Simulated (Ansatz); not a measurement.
System: sum formula H$_{5}$GeO$_{4}$, charge 1, multiplicity 1. It need not be the lowest isomer of its formula. 
Geometry from a B3LYP-D3(BJ)/def2-TZVP (Ansatz, an electronic-structure program) optimisation:
```
Ge
O 1 1.7234
H 2 0.9679 1 117.07
O 1 1.7258 2 114.13 3 161.65
H 4 0.9683 1 116.03 2 -14.13
O 1 1.7306 2 120.44 3 10.02
H 6 0.9675 1 116.96 2 121.89
O 1 1.9719 2 102.57 3 -90.30
H 8 0.9712 1 122.43 2 -77.77
H 8 0.9721 9 110.92 1 146.04
```
Charge +1, spin multiplicity 1.

Total electronic energies in hartree. Valence correlation only, unless marked. No spin-orbit coupling. Frozen are the shells of the preceding noble gas and the d and f shells that filled before the atom's block. No relativistic terms. CBS marks a two-point X^-3 extrapolation of the correlation energy; Hartree-Fock from the larger set. [CCSD(T)-MP2]/basis is that difference in the basis named.

```json
[
 {"level": "PBE0/def2-QZVPP", "program": "Ansatz", "energy (Eh)": "-2380.36358"},
 {"level": "HSE06-D4/def2-TZVPD", "program": "Ansatz + dftd4", "energy (Eh)": "___"},
 {"level": "CAM-B3LYP-D4/def2-TZVPD", "program": "Ansatz + dftd4", "energy (Eh)": "___"},
 {"level": "MP2/STO-3G", "program": "Ansatz", "energy (Eh)": "-2350.11442"},
 {"level": "CCSD/STO-3G", "program": "Ansatz", "energy (Eh)": "-2350.15663"},
 {"level": "CCSD/6-31G*", "program": "Ansatz", "energy (Eh)": "-2378.08880"},
 {"level": "CCSD(T)/6-31G", "program": "Ansatz", "energy (Eh)": "-2377.69060"},
 {"level": "RI-MP2/CBS(cc-pVTZ,cc-pVQZ)+[CCSD(T)-MP2]/cc-pVDZ", "program": "Ansatz", "energy (Eh)": "-2379.0554"},
 {"level": "RI-MP2/CBS(cc-pVTZ,cc-pVQZ)+[CCSD(T)-MP2]/cc-pVTZ", "program": "Ansatz", "energy (Eh)": "-2379.0632"}
]
```

Q: What belongs in the gaps?

A: 
- HSE06-D4/def2-TZVPD, energy (Eh): -2380.29005
- CAM-B3LYP-D4/def2-TZVPD, energy (Eh): -2380.91211
